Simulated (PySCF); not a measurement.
Atoms are numbered as in `[CH3:1][c:2]1[cH:3][cH:4][cH:5][cH:6][c:7]1/[P:8]=[CH:9]/[F:10]` (H(Xn): hydrogen on atom n).

Level of theory: geometry from GFN2-xTB, shielding tensors at PBE0/pcSseg-1 (GIAO), in PySCF 2.14 (single conformer, rapidly exchanging positions averaged, no relativistic terms, no solvent model).

References, each an isolated molecule treated in the same way: ¹³C (186.93 ppm), ¹H (31.72 ppm) against TMS; ³¹P (318.38 ppm) vs H3PO4; ¹⁹F (170.95 ppm) vs CFCl3.

```json
{"atoms": "C1", "nucleus": "¹³C", "count": "1", "δ (ppm)": "25.4"}
{"atoms": "C5", "nucleus": "¹³C", "count": "1", "δ (ppm)": "132.1"}
{"atoms": "C6", "nucleus": "¹³C", "count": "1", "δ (ppm)": "138.1"}
{"atoms": "H(C1)", "nucleus": "¹H", "count": "3", "δ (ppm)": "2.67"}
{"atoms": "P8", "nucleus": "³¹P", "count": "1", "δ (ppm)": "200.3"}
{"atoms": "C3", "nucleus": "¹³C", "count": "1", "δ (ppm)": "134.5"}
{"atoms": "H(C9)", "nucleus": "¹H", "count": "1", "δ (ppm)": "?"}
{"atoms": "H(C5)", "nucleus": "¹H", "count": "1", "δ (ppm)": "7.49"}
{"atoms": "C4", "nucleus": "¹³C", "count": "1", "δ (ppm)": "136.0"}
{"atoms": "C7", "nucleus": "¹³C", "count": "1", "δ (ppm)": "142.8"}
{"atoms": "H(C4)", "nucleus": "¹H", "count": "1", "δ (ppm)": "?"}
{"atoms": "C9", "nucleus": "¹³C", "count": "1", "δ (ppm)": "225.6"}
{"atoms": "H(C6)", "nucleus": "¹H", "count": "1", "δ (ppm)": "?"}
{"atoms": "C2", "nucleus": "¹³C", "count": "1", "δ (ppm)": "147.8"}
{"atoms": "F10", "nucleus": "¹⁹F", "count": "1", "δ (ppm)": "?"}
{"atoms": "H(C3)", "nucleus": "¹H", "count": "1", "δ (ppm)": "?"}
```

Question: Fill in the missing shifts.

Answer: 
- H(C9): 9.37 ppm, hydrogen on a carbon double-bonded to a heavier main-group atom
- H(C6): 7.69 ppm, hydrogen on an aromatic CH; it sits in the deshielding region of the aromatic ring current
- H(C4): 7.63 ppm, hydrogen on an aromatic CH; ring-current deshielding
- H(C3): 7.52 ppm, hydrogen on an aromatic CH; aromatic region
- F10: -48.4 ppm, fluorine bonded to C

Shifts are as computed. Against solution values, carbons near 30 ppm lie about +3 ppm off and those near 130 ppm about +5 ppm. Of 1211 compounds with measured shifts, 218 miss one by over three times the rms of a fit or turn the order of signals round; such compounds aren't used in these exercises. Unscaled 19F shifts against computed CFCl3 carry errors that often reach 10 to 50 ppm. Experimental scales use liquid or dissolved standards, which lie at an offset from isolated H3PO4.
